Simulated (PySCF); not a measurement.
Some computed properties have been withheld. Give your best values.

C5H11BS2.
SMILES: `CCC[C@H]1CSBS1`

Conformer (atom-mapped SMILES and torsion angles): `[CH3:1][CH2:2][CH2:3][C@H:4]1[CH2:5][S:6][BH:7][S:8]1`: C1–C2–C3–C4 178°, C2–C3–C4–C5 68°.

```tsv
property	level	value
point group	PBE0-D3(BJ)/def2-SVP	?
rotational constants A, B, C	PBE0-D3(BJ)/def2-SVP	2.283, 0.881, 0.734 GHz
dipole moment	PBE0/def2-SVPD	?
HOMO energy	PBE0/def2-SVPD	?
LUMO energy	PBE0/def2-SVPD	-0.77 eV
lowest singlet excitation	TDDFT PBE0/def2-SVPD	5.17 eV (240 nm, f = 0.093)
lowest triplet excitation (Tamm–Dancoff)	TDA PBE0/def2-SVPD	?
static isotropic polarisability	PBE0/def2-SVPD	?
vertical ionisation energy	ΔSCF PBE0/def2-SVPD	8.75 eV
electronic spatial extent ⟨r²⟩ about the centre of nuclear charge	PBE0/def2-SVPD	1649 bohr²
13C chemical shifts (computed TMS as zero) by class	GIAO B3LYP/pcSseg-1	59.3 (1 C), 44.5 (1 C), 39.9 (1 C), 26.6 (1 C), 16.6 (1 C) ppm
1H chemical shifts (computed TMS as zero) by class	GIAO B3LYP/pcSseg-1	?
isotropic shieldings of nuclei other than C and H, by class	GIAO B3LYP/pcSseg-1	?
```

The electronic properties come from PySCF, for the isolated species, density fitting. Geometry: PBE0-D3(BJ)/def2-SVP, one conformer, isolated molecule. NMR classes are plain means over equivalent atoms (diastereotopic ones count apart unless rotation or inversion swaps them), as if these changed places fast; in this geometry the members of some classes differ.

What is the dipole moment?

2.63 D.

Give the static isotropic polarisability.

111.9 au.

The point group?

C1.

What are the isotropic shieldings of nuclei other than C and H, by class?

35 (1 B), 320 (1 S), 410 (1 S) ppm.

What is the lowest triplet excitation (Tamm–Dancoff)?

4.19 eV.

What is the HOMO energy?

-6.92 eV.

Give the 1H chemical shifts (computed TMS as zero) by class.

6.46 (1 H), 3.35 (1 H), 3.21 (1 H), 2.86 (1 H), 1.38 (1 H), 1.23 (1 H), 1.05 (1 H), 1.04 (1 H), 1.00 (3 H) ppm.

The vertical singlet–triplet gap S1 − T1 is 0.98 eV (TDDFT singlet less Tamm–Dancoff triplet; S1: HOMO→LUMO, weight 0.97; T1: HOMO→LUMO, weight 0.99). In wavenumbers S1 is 41700 cm⁻¹ (1 eV = 8065.54 cm⁻¹). The rotational constants make it an asymmetric top with κ = (2B − A − C)/(A − C) = -0.81, nearer the prolate limit (−1). The principal polarisabilities are 95.0, 113.2 and 127.5 au; their mean is the isotropic value. No computed singlet falls in the visible range (750 to 380 nm, 1.65 to 3.26 eV); S1 lies 1.91 eV above its blue end.
